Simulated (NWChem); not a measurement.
System: C$_{2}$H$_{4}$F$_{2}$Si; SMILES C=C(F)[SiH2]F

NWChem input:

```
start job
memory heap 200 mb stack 900 mb global 1100 mb
geometry units angstroms noautosym nocenter noautoz
  C     -1.475959     1.115967     0.000000
  C     -0.176086     0.831852     0.000000
  F      0.744733     1.842303     0.000000
  Si     0.628207    -0.861756     0.000000
  F     -0.567823    -1.948348     0.000000
  H     -2.201093     0.309566     0.000000
  H     -1.838660     2.140186     0.000000
  H      1.458131    -1.037379     1.216353
  H      1.458131    -1.037379    -1.216353
end
basis spherical
  * library 6-31g*
end
dft
  xc b3lyp
  iterations 150
end
cosmo
  do_cosmo_smd true
  solvent toluene
end
task dft energy
```

NWChem printed, in part:

```
             Northwest Computational Chemistry Package (NWChem) 7.3.0
             --------------------------------------------------------

                             Geometry "geometry" -> ""
                             -------------------------

 Output coordinates in angstroms (scale by  1.889725989 to convert to a.u.)

  No.       Tag          Charge          X              Y              Z
 ---- ---------------- ---------- -------------- -------------- --------------
    1 C                    6.0000    -1.47595900     1.11596700     0.00000000
    2 C                    6.0000    -0.17608600     0.83185200     0.00000000
    3 F                    9.0000     0.74473300     1.84230300     0.00000000
    4 Si                  14.0000     0.62820700    -0.86175600     0.00000000
    5 F                    9.0000    -0.56782300    -1.94834800     0.00000000
    6 H                    1.0000    -2.20109300     0.30956600     0.00000000
    7 H                    1.0000    -1.83866000     2.14018600     0.00000000
    8 H                    1.0000     1.45813100    -1.03737900     1.21635300
    9 H                    1.0000     1.45813100    -1.03737900    -1.21635300

 Effective nuclear repulsion energy (a.u.)     223.1937961968

                                 NWChem DFT Module
                                 -----------------

 Summary of "ao basis" -> "ao basis" (spherical)
 ------------------------------------------------------------------------------
       Tag                 Description            Shells   Functions and Types
 ---------------- ------------------------------  ------  ---------------------
 C                           6-31g*                  6       14   3s2p1d
 F                           6-31g*                  6       14   3s2p1d
 Si                          6-31g*                  8       18   4s3p1d
 H                           6-31g*                  2        2   2s

 in cosmo_initialize ...
 calling solv_data for solv:toluene

 solvent parameters
 solvname_short: toluene
 solvname_long:  toluene
 dielec:        2.3741
 dielecinf:     2.2383
 nonaqueous SMD model solvent descriptors
 dielec:        2.3741
 sola:          0.0000
 solb:          0.1400
 solc:          0.8570
 solg:         40.2000
 solh:          0.0000
 soln:          1.4961

[...]

                                COSMO-SMD solvation results
                                ---------------------------

             internal energy in gas <Psi(g)|H|Psi(g)> =      -567.811357318657
         internal energy in solvent <Psi(s)|H|Psi(s)> =      -567.811240374334
                               delta internal energy  =         0.000116944324 (    0.07 kcal/mol)
   total free energy in solvent <Psi(s)|H+V/2|Psi(s)> =      -567.813630792519
 polarization energy contribution <Psi(s)|V/2|Psi(s)> =        -0.002390418185 (   -1.50 kcal/mol)
    total free energy in solvent including G(SMD-CDS) =      -567.812842523869
                       G(SMD-CDS) energy contribution =         0.000788268650 (    0.49 kcal/mol)
     1 M fixed-concentration free energy of solvation =        -0.001485205211 (   -0.93 kcal/mol)

                       DFT Final Molecular Orbital Analysis
                       ------------------------------------

 Vector   22  Occ=2.000000D+00  E=-3.497355D-01
              MO Center=  9.2D-01, -1.0D+00,  2.4D-08, r^2= 2.6D+00
   Bfn.  Coefficient  Atom+Function         Bfn.  Coefficient  Atom+Function
  ----- ------------  ---------------      ----- ------------  ---------------
    51      0.347894  4 Si pz                65     -0.293698  5 F  pz
    80      0.290698  8 H  s                 82     -0.290698  9 H  s
    79      0.226267  8 H  s                 81     -0.226267  9 H  s
    69     -0.224070  5 F  pz                47     -0.141664  4 Si pz
    33     -0.124547  3 F  pz                59     -0.093855  4 Si d  1

 Vector   23  Occ=2.000000D+00  E=-3.283296D-01
              MO Center=  1.9D-01,  4.4D-01, -2.5D-08, r^2= 3.0D+00
   Bfn.  Coefficient  Atom+Function         Bfn.  Coefficient  Atom+Function
  ----- ------------  ---------------      ----- ------------  ---------------
    32     -0.306323  3 F  py                18      0.291772  2 C  py
    50     -0.267326  4 Si py                20     -0.263436  2 C  s
    36     -0.225912  3 F  py                17     -0.213694  2 C  px
    49      0.205081  4 Si px                31      0.180954  3 F  px
     3      0.175171  1 C  px                64      0.162923  5 F  py

 Vector   24  Occ=2.000000D+00  E=-2.691316D-01
              MO Center= -6.2D-01,  1.0D+00, -1.2D-09, r^2= 2.1D+00
   Bfn.  Coefficient  Atom+Function         Bfn.  Coefficient  Atom+Function
  ----- ------------  ---------------      ----- ------------  ---------------
     5      0.398096  1 C  pz                19      0.359696  2 C  pz
     9      0.305135  1 C  pz                33     -0.278011  3 F  pz
    37     -0.219280  3 F  pz                23      0.197318  2 C  pz
    80     -0.127107  8 H  s                 82      0.127107  9 H  s
    55      0.062468  4 Si pz                79     -0.059432  8 H  s

 Vector   25  Occ=0.000000D+00  E=-6.955971D-03
              MO Center= -6.3D-01,  7.5D-01,  4.8D-09, r^2= 2.7D+00
   Bfn.  Coefficient  Atom+Function         Bfn.  Coefficient  Atom+Function
  ----- ------------  ---------------      ----- ------------  ---------------
     9      0.574354  1 C  pz                23     -0.492867  2 C  pz
     5      0.406612  1 C  pz                19     -0.396882  2 C  pz
    80      0.279374  8 H  s                 82     -0.279374  9 H  s
    55     -0.232106  4 Si pz                51     -0.184063  4 Si pz
    37      0.161416  3 F  pz                33      0.159001  3 F  pz

[...]
```

Level: B3LYP/6-31G* (spherical d), SMD on the gas-phase geometry. Geometry: optimised at B3LYP/6-31G* (spherical d). B3LYP is NWChem's, with the RPA form of VWN correlation. Solvent: toluene.
